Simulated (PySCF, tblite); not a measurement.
Task: Give a GFN2-xTB geometry of `P#CC1CCCCC1`.

Result: 
```xyz
19
C7H11P angstrom
P      2.514    1.539    1.769
C      1.737    1.089    0.503
C      0.996    0.662   -0.662
C      0.929   -0.872   -0.730
C      0.115   -1.430    0.433
C     -1.293   -0.843    0.430
C     -1.232    0.679    0.515
C     -0.425    1.251   -0.645
H      1.523    1.033   -1.553
H      0.462   -1.160   -1.675
H      1.940   -1.284   -0.711
H      0.068   -2.518    0.360
H      0.612   -1.176    1.373
H     -1.863   -1.239    1.272
H     -1.806   -1.137   -0.490
H     -2.242    1.096    0.501
H     -0.761    0.971    1.456
H     -0.915    1.008   -1.591
H     -0.368    2.339   -0.562
```

Orientation and origin are arbitrary. Atoms count from 1 in this order. Of the pairs four or more bonds apart, C2···H13 is among the closest relative to their van der Waals radii: 2.67 Å, 92 % of the sum of Bondi's values. The C–C distances run from 1.445 Å (C2–C3, drawn single) to 1.538 Å (C3–C8, drawn single), a spread of 0.093 Å. The 6-membered ring C3–C4–C5–C6–C7–C8 has internal angles of 110.0° to 110.8°; it is puckered, 0.24 Å rms from its mean plane, widest ring torsion 58°.

Bonds between heavy atoms (Å): P1≡C2 1.552, C2–C3 1.445, C3–C4 1.537, C4–C5 1.525, C5–C6 1.525, C6–C7 1.526, C7–C8 1.525, C3–C8 1.538.

The geometry is computed with GFN2-xTB (gas phase).

Point group: Cs (every atom within 0.08 Å of its image). Its GFN2-xTB frequencies are all real (lowest 85 cm⁻¹). One conformer, not necessarily the lowest (C2–C3–C4–C5 66°, C3–C4–C5–C6 58°, C4–C5–C6–C7 -58°, C5–C6–C7–C8 58°).
